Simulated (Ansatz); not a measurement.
Basis sets compared for B(NH3)Et3 (C6H18BN). Charge 0, multiplicity 1. Geometry PBE-D4/def2-SVP. Ansatz on 4 threads of Arm Neoverse V2 on a shared host; times are rough, and most runs start from earlier orbitals.

```xyz
26

B    -0.0936   -0.0057    0.0387
N     1.4504    0.0935   -0.5938
H     1.9119    0.9675   -0.3010
H     1.4268    0.0748   -1.6242
H     2.0300   -0.6964   -0.2735
C    -0.5828   -1.5338   -0.2828
C     0.2010   -2.6678    0.3926
H    -0.6012   -1.7183   -1.3835
H    -1.6511   -1.6059    0.0251
H    -0.1579   -3.6797    0.1068
H     1.2874   -2.6526    0.1335
H     0.1486   -2.6049    1.4996
C    -0.9495    1.1386   -0.7587
C    -1.1275    0.9409   -2.2707
H    -0.5162    2.1516   -0.5791
H    -1.9564    1.1831   -0.2838
H    -1.6853    1.7688   -2.7583
H    -0.1531    0.8772   -2.8133
H    -1.6705    0.0013   -2.5039
C     0.0836    0.3034    1.6358
C     0.5840    1.7035    2.0176
H     0.7478   -0.4562    2.1132
H    -0.9096    0.1372    2.1122
H     0.7159    1.8384    3.1125
H     1.5771    1.9427    1.5658
H    -0.1095    2.4988    1.6733
```

Binding counts from free atoms (B doublet, N quartet, H doublet, C triplet) in the same basis, without a counterpoise term.

| level | functions | energy (Eh) | HOMO (eV) | LUMO (eV) | binding per atom (eV) | wall time |
| --- | --- | --- | --- | --- | --- | --- |
| HF/STO-3G | 58 | -313.0831 | -8.54 | 13.61 | 3.80 | 0.3 s |
| HF/6-31G | 108 | -316.7062 | -9.99 | 4.49 | 2.90 | 0.75 s |
| PBE-D4/def2-SVP | 202 | -318.4354 | -5.58 | -0.40 | 4.09 | 2.8 s |
| PBE0-D4/def2-SVP | 202 | -318.5056 | -6.92 | 0.51 | 4.05 | 3.8 s |

Q: Estimate the rows for PBE-D4/def2-TZVP, PBE0-D4/def2-TZVP.

A: 
```tsv
level	functions	energy (Eh)	HOMO (eV)	LUMO (eV)	binding per atom (eV)	wall time
PBE-D4/def2-TZVP	356	-318.7812	-5.74	-0.82	4.05	5 s
PBE0-D4/def2-TZVP	356	-318.8411	-7.01	0.04	4.01	9 s
```
